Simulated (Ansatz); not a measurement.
A run of Ansatz (development build ahead of 0.2.0) on singlet CuH at this shape:

| atom | x (Å) | y (Å) | z (Å) |
| --- | --- | --- | --- |
| Cu | 0.0000 | 0.0000 | -0.0531 |
| H | 0.0000 | 0.0000 | 1.5411 |

Its results:

| Quantity | Value |
| --- | --- |
| Converged | yes |
| Reference energy | -1639.47280 hartree |
| Correlation energy | -0.70054 hartree |
| Total energy | -1640.17334 hartree |
| Spin squared of the determinant | 0.000 |

Question: Which input gives this output? Name the method, the orbitals and the basis set, and write the input.

Answer: RHF-MP2 in def2-TZVP. An unrestricted run that stays on the closed shell gives the same numbers.

```yaml
crystal:
  periodic: [false, false, false]
  atoms:
    - { symbol: Cu, position_ang: [0.0, 0.0, -0.05314] }
    - { symbol: H, position_ang: [0.0, 0.0, 1.54107] }
basis:
  gaussian: { orbitals: def2-TZVP }
hamiltonian:
  xc: hf
correlation:
  method: mp2
  frozen_orbitals: { Cu: 5, H: 0 }
```
